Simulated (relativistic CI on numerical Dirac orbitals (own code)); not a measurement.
## Electric-dipole lines of Eu⁴⁴⁺

Calculated at this level of theory: Dirac-Coulomb-Breit CI, KLI orbitals optimised for each configuration, model QED, unscaled Slater integrals (own radial code, finite nucleus).

Configurations in the expansion (outside the closed core [Ne]): 3s2.3p6.3d, 3s2.3p5.3d2, 3s.3p6.3d2, 3s2.3p6.4s, 3s2.3p6.4p, 3s2.3p6.4d, 3s2.3p5.3d.4s, 3s2.3p6.4f, 3s2.3p5.3d.4p, 3p6.3d3, 3p5.3d4, 3p5.3d3.4s. Double excitations out of closed p, d and f shells are left out; levels of such configurations are missing from the list, as are those of other unlisted configurations, and high levels can miss mixing partners. These lack a partner that the ground configuration has and come out too high: 3s2.3p5.3d.4p.

```
λ vac (nm)                      Lower                     Upper   A (s⁻¹)  log gf  S velocity/length
    2.9994      3s2.3p6.3d 2D_3/2 [1]  3s2.3p5.3d2 2D°_3/2 [39]  2.57e+12    0.14               0.74
    3.0192      3s2.3p6.3d 2D_5/2 [2]  3s2.3p5.3d2 2P°_3/2 [45]  7.10e+11   -0.41               0.74
    3.0450      3s2.3p6.3d 2D_5/2 [2]  3s2.3p5.3d2 2P°_3/2 [43]  1.38e+12   -0.12               0.73
    3.0533      3s2.3p6.3d 2D_3/2 [1]  3s2.3p5.3d2 2P°_1/2 [36]  1.61e+12   -0.35               0.73
    3.0566      3s2.3p6.3d 2D_5/2 [2]  3s2.3p5.3d2 2F°_7/2 [42]  7.42e+11   -0.08               0.76
    3.0606      3s2.3p6.3d 2D_3/2 [1]  3s2.3p5.3d2 2D°_3/2 [35]  4.58e+11   -0.59               0.73
    3.0835      3s2.3p6.3d 2D_5/2 [2]  3s2.3p5.3d2 2D°_5/2 [41]  2.21e+12    0.28               0.74
    3.1296      3s2.3p6.3d 2D_5/2 [2]  3s2.3p5.3d2 2F°_7/2 [40]  7.43e+11   -0.06               0.75
    3.3421      3s2.3p6.3d 2D_3/2 [1]  3s2.3p5.3d2 2F°_5/2 [32]  5.25e+11   -0.28               0.74
    3.6763   3s2.3p5.3d2 4F°_7/2 [10]    3s.3p6.3d2 4F_5/2 [52]  5.29e+11   -0.19               0.85
    3.6802  3s2.3p5.3d2 2H°_11/2 [13]    3s.3p6.3d2 4F_9/2 [54]  8.53e+11    0.24               0.85
    3.6807  3s2.3p5.3d2 4G°_11/2 [21]    3s.3p6.3d2 2G_9/2 [59]  8.52e+11    0.24               0.85
    3.6846    3s2.3p5.3d2 4F°_5/2 [5]    3s.3p6.3d2 4F_5/2 [49]  3.64e+11   -0.35               0.86
    3.6965    3s2.3p5.3d2 4D°_1/2 [3]    3s.3p6.3d2 4F_3/2 [48]  3.40e+11   -0.56               0.85
    3.6988    3s2.3p5.3d2 4D°_3/2 [4]    3s.3p6.3d2 4F_3/2 [48]  4.99e+11   -0.39               0.85
    3.7071   3s2.3p5.3d2 2F°_7/2 [25]    3s.3p6.3d2 2D_5/2 [60]  8.05e+11    0.00               0.88
    3.7176    3s2.3p5.3d2 4G°_7/2 [6]    3s.3p6.3d2 4F_5/2 [49]  8.82e+11    0.04               0.85
    3.7229    3s2.3p5.3d2 4G°_9/2 [9]    3s.3p6.3d2 4F_7/2 [51]  8.25e+11    0.14               0.86
    3.7271    3s2.3p5.3d2 4P°_3/2 [7]    3s.3p6.3d2 4P_1/2 [50]  1.19e+12   -0.30               0.86
    3.7299   3s2.3p5.3d2 2G°_9/2 [18]    3s.3p6.3d2 2G_7/2 [57]  3.45e+11   -0.24               0.85
    3.7408   3s2.3p5.3d2 4F°_7/2 [10]    3s.3p6.3d2 4F_7/2 [51]  2.63e+11   -0.36               0.87
    3.7632    3s2.3p5.3d2 4F°_5/2 [5]    3s.3p6.3d2 4F_3/2 [48]  4.54e+11   -0.41               0.86
    3.7823   3s2.3p5.3d2 2G°_9/2 [24]    3s.3p6.3d2 2G_9/2 [59]  3.79e+11   -0.09               0.90
    3.8394   3s2.3p5.3d2 2G°_9/2 [18]    3s.3p6.3d2 4F_9/2 [54]  3.61e+11   -0.10               0.91
    4.3036      3s2.3p6.3d 2D_3/2 [1]  3s2.3p5.3d2 2P°_1/2 [26]  4.19e+11   -0.63               0.64
    4.3220      3s2.3p6.3d 2D_5/2 [2]  3s2.3p5.3d2 2P°_3/2 [31]  5.03e+11   -0.25               0.65
    4.3624      3s2.3p6.3d 2D_3/2 [1]  3s2.3p5.3d2 2F°_5/2 [23]  5.53e+11   -0.02               0.68
    4.3763      3s2.3p6.3d 2D_5/2 [2]  3s2.3p5.3d2 2D°_5/2 [30]  5.86e+11    0.00               0.66
    4.4897      3s2.3p6.3d 2D_3/2 [1]  3s2.3p5.3d2 2D°_3/2 [20]  3.75e+11   -0.34               0.64
    4.5700      3s2.3p6.3d 2D_5/2 [2]  3s2.3p5.3d2 2F°_7/2 [28]  2.16e+11   -0.27               0.66
```

Terms are leading LS components. Brackets give the number of a level in order of energy, since labels repeat. The list gives strong lines, with weight on those to low levels, among the lowest 200 of 570 levels, so that lines to higher ones, which can be the strongest, are missing. Levels whose partners in the same complex of configurations lie outside the list can be far off, and so can their lines. Rates are taken at the computed energies, electric ones in the length gauge. A velocity-to-length ratio far from 1 marks an uncertain rate.

At this charge energies of transitions that change n are usually good to better than 1 %, and those within a shell (Δn = 0) to a few per cent.

LS names give the leading component of a level, which can be under half, so a name can repeat, a term be missing and a line seem to break the LS rules.
